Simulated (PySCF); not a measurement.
isobutane (C4H10), singlet, geometry from GFN2-xTB. Base run: PBE/3-21G (PySCF).

PySCF was given this input:
```python
from pyscf import gto, scf, dft

mol = gto.Mole()
mol.atom = '''
    C    -0.001952   -0.000610    0.384811
    H    -0.007510   -0.002348    1.480948
    C    -0.001231    1.447905   -0.097154
    H     0.004244    1.484092   -1.184729
    H    -0.885739    1.971545    0.258862
    H     0.878370    1.973646    0.267812
    C     1.255143   -0.722223   -0.094223
    H     1.290525   -0.737695   -1.181728
    H     2.148630   -0.220467    0.270776
    H     1.268406   -1.749298    0.263888
    C    -1.252399   -0.725209   -0.106944
    H    -1.276709   -0.740752   -1.194752
    H    -1.266850   -1.752316    0.251026
    H    -2.150735   -0.225585    0.248964
'''
mol.basis = '3-21g'
mol.charge = 0
mol.spin = 0
mol.verbose = 4
mol.build()

mf = dft.RKS(mol)
mf.xc = 'pbe'
mf.kernel()
mo_i, mo_e, stable_i, stable_e = mf.stability(internal=True, external=True, return_status=True, nroots=6, tol=1e-6)
print('internally stable:', stable_i, ' externally stable:', stable_e)
if not stable_e:
    umf = mf.to_uhf() if not hasattr(mf, 'xc') else mf.to_uks()
    umf.scf_summary = {}
    umf.kernel(umf.make_rdm1(mo_e, umf.mo_occ))
mf.analyze()
```

The bond that is stretched is that between atoms 10 and 7. A test that says stable can miss a lower solution.

Each row names what was changed in the base input (with any setting that the change needs).

```json
[
 {"change": "base", "ΔE vs base (mEh)": "0.000", "<S^2>": "0.000", "HOMO-LUMO gap (eV)": "9.75", "stability test says": "stable"},
 {"change": "bond × 1.25", "ΔE vs base (mEh)": "23.173", "<S^2>": "0.000", "HOMO-LUMO gap (eV)": "8.87", "stability test says": "stable"},
 {"change": "bond × 1.5", "ΔE vs base (mEh)": "66.392", "<S^2>": "0.000", "HOMO-LUMO gap (eV)": "6.68", "stability test says": "stable"},
 {"change": "bond × 1.8", "ΔE vs base (mEh)": "115.6", "<S^2>": "0.000", "HOMO-LUMO gap (eV)": "4.43", "stability test says": "stable"},
 {"change": "bond × 2.2", "ΔE vs base (mEh)": "164.9", "<S^2>": "0.000", "HOMO-LUMO gap (eV)": "2.51", "stability test says": "external instability"}
]
```

Where a bond breaks into two radicals, a solution with restricted orbitals usually stops being the lowest and lies too high; an unrestricted one lies lower at the price of spin contamination, which <S^2> shows.
